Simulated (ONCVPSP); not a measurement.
# PBEsol ONCV dataset for Ge, fully relativistic all-electron reference.

| Item | Value |
| --- | --- |
| Element | Ge |
| Generator | ONCVPSP 4.0.1 |
| Type | optimised norm-conserving Vanderbilt (ONCV) |
| Functional | PBEsol |
| Relativity | fully relativistic |
| Frozen core | [Ar] 3d10 |
| Valence charge | 4 |
| Reference configuration | 4s2 4p2 |
| Partial waves | 4s: rc 1.85 bohr, ncon 4, nbas 7, qcut 3.2 1/bohr, 2 projectors, debl 0.4 Ha; 4p: rc 1.50 bohr, ncon 4, nbas 7, qcut 6.2 1/bohr, 2 projectors, debl 3.5 Ha |
| Local potential | polynomial inside 1.40 bohr (lpopt 5, dvloc0 -1 Ha) |
| Core correction | Teter function, fcfact 5, rcfact 1.1 |

Open shells are filled in proportion to 2j + 1.

In the s channel the program set the typed energies aside and used -0.431, 0.250 Ha.

Question: Does the generator finish with these settings?

Answer: Yes, a potential is produced and its reference levels are reproduced.

Question: Estimate the cutoffs (Ha) at which the residual kinetic energy of the hardest occupied pseudo-wave falls to 1 and 0.1 mHa per electron.

Answer: 25 Ha and 57 Ha. The cutoffs count occupied waves only; projector 2 of the p channel, the hardest unoccupied one, needs 79 Ha at the loose tolerance.

Question: Does the potential have ghost states?

Answer: Ghosts flagged at negative energy: p3/2 at -65.0 eV, p1/2 at -62.2 eV; GHOST(+) flagged for s at 86.7 eV. A true bound ghost makes a file unfit for plane-wave use.

Question: Tests: 4s2 4p1; 4s2 4p0; 4s1 4p0; 4s1 4p3. Which has the largest error in its energy relative to the reference configuration, and how large is it?

Answer: 4s1 4p0, with -84 meV (all-electron minus pseudo) on +57.70 eV.
